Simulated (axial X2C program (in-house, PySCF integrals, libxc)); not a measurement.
**Which molecule has these constants?**

Computed with an in-house relativistic program for diatomic molecules, spin-free (one-electron X2C) or two-component (2c: spin–orbit coupling with atomic mean-field Coulomb and Gaunt terms, which also bring small scalar terms), in Dyall basis sets with cores contracted in-house; open shells are unrestricted.

A two-component PBE0 calculation in a Dyall 3-zeta basis gave Re = 3.666 Å, ωe = 66.7 cm⁻¹, De = 0.13 eV, Ω = 3/2.

Task: Which molecule is it?
A. AgP⁺
B. RbP⁺
C. MoP⁺
D. ZrP⁺
E. SrP⁺

Result: B. The others have SrP⁺ 2.793 Å and 271.9 cm⁻¹ (Ω = 1); MoP⁺ 2.087 Å and 464.6 cm⁻¹ (Ω = 1); AgP⁺ 2.461 Å and 207.4 cm⁻¹ (Ω = 3/2); ZrP⁺ 2.146 Å and 564.3 cm⁻¹ (Ω = 0).

Each entry is the lowest single determinant of a limited PBE0 search at one distance. De goes to single-determinant-based atoms at the same level (for ions the charge split of lowest energy) and is withheld (n/a) where an atom does not fit its ground term or J level. Main or longest-lived isotopes. One determinant is a doubtful description, or other states lie close, for RbP⁺, SrP⁺, MoP⁺, AgP⁺; these need not be ground states, and all values refer to the states named. Some open-shell Ω = 0 determinants are out of reach, so the Ω given for SrP⁺, MoP⁺ need not be the lowest component. With several unpaired electrons the Ω given is that of one determinant, not necessarily of the lowest component. The functionals have no current term, which raises determinants with orbital currents.
